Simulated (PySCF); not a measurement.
Species: C6H6O2S.
Structure used (PBE0-D3(BJ)/def2-SVP), in Å, numbered top down from 1:
```
atom  x, y, z in Å
C1     3.0336   -0.0633    0.7291
O2     1.6410    0.1848    0.7771
C3     0.8810   -0.5928   -0.0051
O4     1.3199   -1.4589   -0.7189
C5    -0.5436   -0.2597    0.1181
C6    -1.5726   -0.8888   -0.5460
C7    -2.8386   -0.3437   -0.2227
C8    -2.7433    0.6888    0.6805
S9    -1.1261    1.0019    1.1416
H10    3.4180    0.0532   -0.2950
H11    3.2615   -1.0845    1.0693
H12    3.5000    0.6708    1.3962
H13   -1.3909   -1.7132   -1.2362
H14   -3.7847   -0.6944   -0.6363
H15   -3.5543    1.2846    1.0988
```

Computed with PySCF, PBE0-D3(BJ)/def2-SVP geometry optimisation, gas phase.

Masses are those of the commonest isotopes; rigid-rotor values at the optimised geometry. The values belong to one conformer with, in the numbering `[CH3:1][O:2][C:3](=[O:4])[c:5]1[cH:6][cH:7][cH:8][s:9]1`, C1–O2–C3–O4 0°, O2–C3–C5–C6 -179°.

Problem. Give the principal moments of inertia and the rotational constants in MHz.

Solution. Ia = 150.60, Ib = 519.75, Ic = 667.14 u·Å²; 505379 MHz·u·Å²/I gives A = 3356, B = 972.3, C = 757.5 MHz.

Problem. Classify the top.

Solution. An asymmetric top: κ = (2 × 972.3 − 3356 − 757.5)/(3356 − 757.5) = -0.83.

Problem. What does the inertial defect say?

Solution. Not planar: Δ = Ic − Ia − Ib = -3.22 u·Å². For a rigid frame Δ = −2 Σ m c², so Σ m c² = 1.61 u·Å² lies off the ab plane: 1.60 from hydrogen and 0.01 from heavier atoms. The atom farthest from that plane is 0.91 Å away.

Problem. Give the other two planar moments, Paa and Pbb, and the rms extents of the mass along the axes.

Solution. Paa = Σ m a² = (Ib + Ic − Ia)/2 = 518.15 and Pbb = Σ m b² = (Ia + Ic − Ib)/2 = 148.99 u·Å². With the mass M = 142.01 u, the rms extents √(P/M) along a, b and c are 1.91, 1.02, 0.11 Å.

Problem. List the rotational levels J(Ka,Kc) to J = 5 (K).

Solution. Above 0(0,0), as E/k:
J = 1: 1(0,1) 0.083, 1(1,1) 0.197, 1(1,0) 0.208
J = 2: 2(0,2) 0.248, 2(1,2) 0.353, 2(1,1) 0.384, 2(2,1) 0.727, 2(2,0) 0.728
J = 3: 3(0,3) 0.495, 3(1,3) 0.586, 3(1,2) 0.648, 3(2,2) 0.976, 3(2,1) 0.980, 3(3,1) 1.574, 3(3,0) 1.574
J = 4: 4(0,4) 0.820, 4(1,4) 0.897, 4(1,3) 0.999, 4(2,3) 1.308, 4(2,2) 1.318, 4(3,2) 1.908, 4(3,1) 1.908, 4(4,1) 2.743, 4(4,0) 2.743
J = 5: 5(0,5) 1.223, 5(1,5) 1.283, 5(1,4) 1.437, 5(2,4) 1.721, 5(2,3) 1.744, 5(3,3) 2.325, 5(3,2) 2.326, 5(4,2) 3.160, 5(4,1) 3.160, 5(5,1) 4.234, 5(5,0) 4.234
Those of J = 1 are B + C, A + C and A + B.

Problem. Which lines would a microwave search look for?

Solution. The dipole components are |μa| = 0.90 D, |μb| = 1.38 D, |μc| = 0.00 D; the mirror of this Cs structure is the ab plane, so μc vanishes by symmetry (the 0.02 D computed is a residue) and there are no c-type lines. Intensities carry the squares of the components, which stand as 0.43 : 1.00 (a : b). Some lines, for components of 0.1 D or more:

| type | branch | J(Ka,Kc) | MHz | lower level (cm⁻¹) |
| --- | --- | --- | --- | --- |
| a | Q | 2(1,1) ← 2(1,2) | 644 | 0.245 |
| a | R | 1(0,1) ← 0(0,0) | 1730 | 0.000 |
| b | Q | 1(1,0) ← 1(0,1) | 2598 | 0.058 |
| b | Q | 2(1,1) ← 2(0,2) | 2827 | 0.173 |
| b | R | 3(0,3) ← 2(1,2) | 2952 | 0.245 |
| b | Q | 3(1,2) ← 3(0,3) | 3195 | 0.344 |
| a | R | 3(2,1) ← 2(2,0) | 5245 | 0.506 |
| a | R | 3(1,2) ← 2(1,1) | 5503 | 0.267 |
| b | R | 3(1,3) ← 2(0,2) | 7042 | 0.173 |
| b | Q | 3(2,2) ← 3(1,3) | 8125 | 0.408 |
| b | R | 2(2,0) ← 1(1,1) | 11054 | 0.137 |
| b | Q | 3(3,0) ← 3(2,1) | 12394 | 0.681 |
| b | Q | 3(3,1) ← 3(2,2) | 12463 | 0.679 |
| b | R | 3(2,1) ← 2(1,2) | 13053 | 0.245 |
| b | R | 3(3,1) ← 2(2,0) | 17638 | 0.506 |
| b | R | 3(3,0) ← 2(2,1) | 17653 | 0.505 |

Problem. Estimate the classical rotational partition function at 50 K, 200 K and 500 K.

Solution. Point group Cs, symmetry number σ = 1; q = (√π/σ)·√((kT/h)³/(ABC)), k/h = 20836.6 MHz/K: 37900 at 50 K, 303000 at 200 K, 1200000 at 500 K.

PBE0-D3(BJ)/def2-SVP frequencies: not computed here. No vibrational averaging or centrifugal distortion is included, and the geometry carries the error of its method. A rigid rotor knows nothing of internal rotation, which can split or shift real lines.

The run took 2.7 min on an Arm Neoverse V1 with one thread, on a shared host. These figures are those of the optimisation.
